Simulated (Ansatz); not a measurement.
Species: CH$_{5}$Si, SMILES `C[SiH2+]` with one electron removed (charge 2, multiplicity 2).

**Question.** Give a relaxed geometry from B3LYP-D3(BJ)/def2-TZVP (Ansatz, a first-principles code).

**Answer.** the end point of this relaxation (outside a Z-matrix the atoms follow the SMILES, hydrogens last).
Bond lengths (Å): C1–Si2 1.790, C1–H3 1.109, C1–H4 1.110, C1–H5 1.109, Si2–H6 1.633, Si2–H7 1.633. Angles (°): Si2–C1–H3 109.4, Si2–C1–H4 108.1, Si2–C1–H5 109.4, H3–C1–H4 109.8, H3–C1–H5 110.2, H4–C1–H5 109.8, C1–Si2–H6 141.4, C1–Si2–H7 141.4, H6–Si2–H7 77.2.
